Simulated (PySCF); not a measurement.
OZr, singlet, geometry from GFN2-xTB (such geometries of metal compounds can be far from the true shape) (core potentials on Zr); M062X/def2-SVPD (PySCF).

Input for PySCF:
```python
from pyscf import gto, scf, dft, solvent

mol = gto.Mole()
mol.atom = '''
    Zr   -0.00000000   -0.00000000   -0.29196757
    O     0.00000000    0.00000000    1.45983784
'''
mol.basis = 'def2-svpd'
mol.ecp = {'Zr': 'def2-svpd'}
mol.verbose = 3
mol.build()

mf = dft.RKS(mol)
mf.xc = 'm062x'
mf.kernel()
mf.analyze()
```

Problem. Predict the main parts of the log of this PySCF run.

Solution. 
```
converged SCF energy = -121.979661633786
**** MO energy ****
MO #1   energy= -19.5499738698583  occ= 2
MO #2   energy= -2.15240659189941  occ= 2
MO #3   energy= -1.31551905403425  occ= 2
MO #4   energy= -1.25222580003716  occ= 2
MO #5   energy= -1.25222580003697  occ= 2
MO #6   energy= -0.869857338172785 occ= 2
MO #7   energy= -0.326975484090538 occ= 2
MO #8   energy= -0.325653916244236 occ= 2
MO #9   energy= -0.325653916244191 occ= 2
MO #10  energy= -0.137631415197838 occ= 2
MO #11  energy= -0.0750259233826114 occ= 0
MO #12  energy= -0.011463091376255 occ= 0
MO #13  energy= -0.0114630913761943 occ= 0
MO #14  energy= 0.00811976081433279 occ= 0
MO #15  energy= 0.0247296668485727 occ= 0
MO #16  energy= 0.071595908864472  occ= 0
MO #17  energy= 0.0734532978734441 occ= 0
MO #18  energy= 0.0734532978734552 occ= 0
Dipole moment(X, Y, Z, Debye): -0.00000,  0.00000, -7.17969
```
